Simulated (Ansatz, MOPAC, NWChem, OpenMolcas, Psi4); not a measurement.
AlPNH4OF (SMILES [NH2][Al]([F])[PH]O): methods side by side

The runs start from one conformer, not always the lowest.

AlPNH4OF, singlet, SMILES `[NH2][Al]([F])[PH]O`. Each level relaxes the structure for itself.

Quantity: the zero-point energy at each level's own minimum, in kJ/mol. The values are calculated.

| level | kind | program | value (kJ/mol) |
| --- | --- | --- | --- |
| MNDO | semi-empirical | MOPAC | 149.8 |
| MNDOD | semi-empirical | MOPAC | 144.8 |
| PM6-DH+ | semi-empirical | MOPAC | 129.3 |
| PM6-DH2 | semi-empirical | MOPAC | 129.4 |
| HF/3-21G | Hartree–Fock | OpenMolcas | 146.9 |
| HF/6-31G* (Cartesian functions) | Hartree–Fock | OpenMolcas | 148.3 |
| r2SCAN-D4/def2-SVP (density fitting) | meta-GGA | Psi4 | 136.4 |
| PBE0-D3(BJ)/def2-SVP | global hybrid | NWChem | 137.7 |
| PBE0-D4/def2-TZVP | global hybrid | Ansatz | 137.8 |

Harmonic and unscaled. The values span 129.3 to 149.8 kJ/mol.
